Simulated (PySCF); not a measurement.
C₄H₈OSi, SMILES CC1=C[C@H]([SiH3])O1. The structure is a stationary point at B3LYP-D3(BJ)/def2-SVP. The structure was generated by enumeration; whether it is a known compound was not checked.

### Question
Give the equilibrium geometry at B3LYP-D3(BJ)/def2-SVP (PySCF confirms it by a frequency run) as bond lengths and angles. (Estimate from the structure and the level; the computed values follow.)

### Answer

Atoms: C1 C2 C3 C4 Si5 O6 H7 H8 H9 H10 H11 H12 H13 H14. Bonds (Å): C1–C2 1.480, C1–H7 1.103, C1–H8 1.103, C1–H9 1.099, C2–C3 1.349, C2–O6 1.387, C3–C4 1.511, C3–H10 1.086, C4–Si5 1.901, C4–O6 1.482, C4–H11 1.104, Si5–H12 1.488, Si5–H13 1.491, Si5–H14 1.494. Angles (°): C2–C1–H7 110.6, C2–C1–H8 110.7, C2–C1–H9 110.4, H7–C1–H8 107.4, H7–C1–H9 108.9, H8–C1–H9 108.9, C1–C2–C3 140.7, C1–C2–O6 121.2, C3–C2–O6 98.1, C2–C3–C4 87.4, C2–C3–H10 136.9, C4–C3–H10 135.7, C3–C4–Si5 117.1, C3–C4–O6 87.3, C3–C4–H11 116.7, Si5–C4–O6 108.5, Si5–C4–H11 113.6, O6–C4–H11 109.8, C4–Si5–H12 108.5, C4–Si5–H13 110.5, C4–Si5–H14 109.2, H12–Si5–H13 110.2, H12–Si5–H14 109.8, H13–Si5–H14 108.7, C2–O6–C4 87.2.
Charge 0, spin multiplicity 1.
